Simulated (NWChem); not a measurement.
System: C5H11Cl; SMILES CCCCCCl

Parts of the log:

```
             Northwest Computational Chemistry Package (NWChem) 7.3.0
             --------------------------------------------------------

 C1  symmetry detected

                             Geometry "geometry" -> ""
                             -------------------------

 Output coordinates in angstroms (scale by  1.889725989 to convert to a.u.)

  No.       Tag          Charge          X              Y              Z
 ---- ---------------- ---------- -------------- -------------- --------------
    1 C                    6.0000     0.29955794     3.17894997     0.00810583
    2 C                    6.0000    -0.79825294     2.13587803     0.16536591
    3 C                    6.0000    -0.46058390     0.75915480    -0.40047085
    4 C                    6.0000     0.68675835     0.05043717     0.30792050
    5 C                    6.0000     0.97314250    -1.34494960    -0.20605945
    6 Cl                  17.0000    -0.39629269    -2.47311535     0.06890177
    7 H                    1.0000     0.58115075     3.30602149    -1.05024389
    8 H                    1.0000     1.21261715     2.90877370     0.56175037
    9 H                    1.0000    -0.02597346     4.16137081     0.38298170
   10 H                    1.0000    -1.71451426     2.50059226    -0.32857723
   11 H                    1.0000    -1.05834982     2.03218356     1.23408417
   12 H                    1.0000    -0.22088318     0.85239023    -1.47609111
   13 H                    1.0000    -1.35258944     0.11427050    -0.34292986
   14 H                    1.0000     1.62243573     0.62681989     0.19670057
   15 H                    1.0000     0.48346543    -0.00229595     1.39167318
   16 H                    1.0000     1.84181435    -1.78809637     0.29936775
   17 H                    1.0000     1.16407073    -1.34589146    -1.28921735

 Effective nuclear repulsion energy (a.u.)     292.8285198578

                                 NWChem DFT Module
                                 -----------------

 Summary of "ao basis" -> "ao basis" (spherical)
 ------------------------------------------------------------------------------
       Tag                 Description            Shells   Functions and Types
 ---------------- ------------------------------  ------  ---------------------
 C                          def2-svp                 6       14   3s2p1d
 Cl                         def2-svp                 8       18   4s3p1d
 H                          def2-svp                 3        5   2s1p

            General Information
            -------------------
          SCF calculation type: DFT
          Wavefunction type:  closed shell.
          No. of atoms     :    17
          No. of electrons :    58
           Alpha electrons :    29
            Beta electrons :    29
          Charge           :     0
          Spin multiplicity:     1
          Use of symmetry is: off; symmetry adaption is: off
          Maximum number of iterations: 150
          AO basis - number of functions:   143
                     number of shells:    71
          Convergence on energy requested:  1.00D-06
          Convergence on density requested:  1.00D-05
          Convergence on gradient requested:  5.00D-04

              XC Information
              --------------
                         B3LYP Method XC Potential
                     Hartree-Fock (Exact) Exchange  0.200
                        Slater Exchange Functional  0.800 local
                    Becke 1988 Exchange Functional  0.720 non-local
              Lee-Yang-Parr Correlation Functional  0.810
                  VWN I RPA Correlation Functional  0.190 local

             Grid Information
             ----------------
          Grid used for XC integration:  medium
          Radial quadrature: Mura-Knowles
          Angular quadrature: Lebedev.
          Tag              B.-S. Rad. Rad. Pts. Rad. Cut. Ang. Pts.
          ---              ---------- --------- --------- ---------
          C                   0.70       49          13.0       434
          Cl                  1.00       88          15.0       590
          H                   0.35       45          14.0       434
          Grid pruning is: on
          Number of quadrature shells:   828
          Spatial weights used:  Erf1

      Superposition of Atomic Density Guess
      -------------------------------------

 Sum of atomic energies:        -652.93964093

      Non-variational initial energy
      ------------------------------

 Total energy =    -656.885823
 1-e energy   =   -1474.086315
 2-e energy   =     524.371972
 HOMO         =      -0.356978
 LUMO         =       0.081047

     ---------------------------------------------
      Total Density - Mulliken Population Analysis
     ---------------------------------------------

    Atom       Charge   Shell Charges
 -----------   ------   -------------------------------------------------------
    1 C    6     6.28   1.99  0.96  0.20  2.05  1.05  0.02
    2 C    6     6.19   1.99  0.96  0.19  2.00  1.01  0.04
    3 C    6     6.21   1.99  0.97  0.20  2.01  1.01  0.04
    4 C    6     6.21   1.99  0.97  0.20  2.01  1.01  0.03
    5 C    6     5.88   1.99  0.95  0.20  1.78  0.92  0.04
    6 Cl  17    17.30   2.00  1.99  1.22  0.72  5.94  2.14  3.26  0.02
    7 H    1     0.90   0.67  0.20  0.02
    8 H    1     0.90   0.67  0.20  0.03
    9 H    1     0.89   0.67  0.20  0.02
   10 H    1     0.90   0.68  0.20  0.02
   11 H    1     0.91   0.68  0.20  0.02
   12 H    1     0.91   0.68  0.21  0.02
   13 H    1     0.91   0.68  0.21  0.02
   14 H    1     0.89   0.67  0.20  0.02
   15 H    1     0.91   0.68  0.21  0.02
   16 H    1     0.90   0.68  0.19  0.02
   17 H    1     0.91   0.69  0.20  0.02

   convergence    iter        energy       DeltaE   RMS-Dens  Diis-err
 ---------------- ----- ----------------- --------- --------- ---------
 d= 0,ls=0.0,diis     1   -657.0273099792 -9.50D+02  6.92D-03  5.40D-01
 d= 0,ls=0.0,diis     2   -657.0569545188 -2.96D-02  4.12D-03  2.72D-01
 d= 0,ls=0.0,diis     3   -657.0819066251 -2.50D-02  1.45D-03  7.75D-02
 d= 0,ls=0.0,diis     4   -657.0920658404 -1.02D-02  1.56D-04  5.28D-04
 d= 0,ls=0.0,diis     5   -657.0921212246 -5.54D-05  4.53D-05  6.84D-05
  Resetting Diis
 d= 0,ls=0.0,diis     6   -657.0921293508 -8.13D-06  1.19D-05  3.46D-06
 d= 0,ls=0.0,diis     7   -657.0921297905 -4.40D-07  3.43D-06  9.71D-08

         Total DFT energy =     -657.092129790464
      One electron energy =    -1480.264505162636
           Coulomb energy =      589.844789230393
    Exchange-Corr. energy =      -59.500933716067
 Nuclear repulsion energy =      292.828519857846

 Numeric. integr. density =       57.999990071259

                       DFT Final Molecular Orbital Analysis
                       ------------------------------------

 Vector   27  Occ=2.000000D+00  E=-3.263464D-01
              MO Center= -2.7D-01,  1.4D+00,  4.0D-02, r^2= 4.5D+00
   Bfn.  Coefficient  Atom+Function         Bfn.  Coefficient  Atom+Function
  ----- ------------  ---------------      ----- ------------  ---------------
   104      0.273820  10 H  s                46     -0.239842   4 C  px
    94      0.202941   8 H  s                20     -0.195386   2 C  pz
    32      0.195190   3 C  px               18     -0.193874   2 C  px
     4      0.168697   1 C  px               45      0.162701   4 C  s
   105      0.160432  10 H  s               109     -0.156294  11 H  s

 Vector   28  Occ=2.000000D+00  E=-2.872248D-01
              MO Center= -2.3D-01, -2.2D+00,  4.0D-02, r^2= 2.0D+00
   Bfn.  Coefficient  Atom+Function         Bfn.  Coefficient  Atom+Function
  ----- ------------  ---------------      ----- ------------  ---------------
    82      0.423433   6 Cl py               83      0.379341   6 Cl pz
    79      0.303790   6 Cl py               80      0.277305   6 Cl pz
    81     -0.252087   6 Cl px               78     -0.191648   6 Cl px
    76      0.176399   6 Cl py               47      0.161610   4 C  py
    77      0.160941   6 Cl pz               45     -0.139337   4 C  s

 Vector   29  Occ=2.000000D+00  E=-2.835881D-01
              MO Center= -1.7D-01, -2.2D+00,  1.7D-02, r^2= 2.3D+00
   Bfn.  Coefficient  Atom+Function         Bfn.  Coefficient  Atom+Function
  ----- ------------  ---------------      ----- ------------  ---------------
    83      0.480467   6 Cl pz               80      0.348677   6 Cl pz
    81      0.305396   6 Cl px               82     -0.229927   6 Cl py
    78      0.224346   6 Cl px               77      0.202284   6 Cl pz
   134     -0.175275  16 H  s                79     -0.167802   6 Cl py
   139      0.134934  17 H  s                62     -0.130796   5 C  pz

 Vector   30  Occ=0.000000D+00  E= 4.458014D-02
              MO Center=  7.2D-01, -1.4D+00, -1.4D-01, r^2= 4.6D+00
   Bfn.  Coefficient  Atom+Function         Bfn.  Coefficient  Atom+Function
  ----- ------------  ---------------      ----- ------------  ---------------
    59      1.632050   5 C  s               135     -0.739464  16 H  s
   140     -0.731354  17 H  s                45      0.626043   4 C  s
    74     -0.571422   6 Cl s                81     -0.572476   6 Cl px
   130     -0.523952  15 H  s                64     -0.446974   5 C  py
    82     -0.415092   6 Cl py              125     -0.384635  14 H  s

 Vector   31  Occ=0.000000D+00  E= 5.474278D-02
              MO Center=  3.4D-01,  1.7D+00,  6.3D-03, r^2= 8.3D+00
   Bfn.  Coefficient  Atom+Function         Bfn.  Coefficient  Atom+Function
  ----- ------------  ---------------      ----- ------------  ---------------
     3      1.489484   1 C  s                45      0.823929   4 C  s
    17      0.791986   2 C  s                95     -0.727837   8 H  s
   100     -0.718106   9 H  s               125     -0.684473  14 H  s
    90     -0.663380   7 H  s               105     -0.546618  10 H  s
    31      0.507563   3 C  s               110     -0.503792  11 H  s

[...]
```

Level: B3LYP/def2-SVP. All runs use the structure optimised with PBE0/def2-SVP.

Q: Which NWChem input produces such a log?

A: Several could match; the one computed here: the input that was run:
```
start job
memory heap 200 mb stack 900 mb global 1100 mb
geometry units angstroms noautoz
  C      0.293420     3.166411     0.019182
  C     -0.803912     2.120224     0.158012
  C     -0.456208     0.746906    -0.410018
  C      0.683888     0.037379     0.309180
  C      0.979713    -1.354957    -0.207718
  Cl    -0.390484    -2.487380     0.045052
  H      0.587766     3.299053    -1.035006
  H      1.200180     2.895634     0.582796
  H     -0.038909     4.146353     0.394581
  H     -1.714822     2.485251    -0.345505
  H     -1.076944     2.010957     1.222942
  H     -0.203462     0.845702    -1.482150
  H     -1.347411     0.099817    -0.366502
  H      1.619575     0.616314     0.212210
  H      0.467356    -0.020874     1.390082
  H      1.843071    -1.798573     0.306329
  H      1.183994    -1.350408    -1.288428
end
basis spherical
  * library def2-svp
end
dft
  xc b3lyp
  iterations 150
  mulliken
end
task dft energy
```
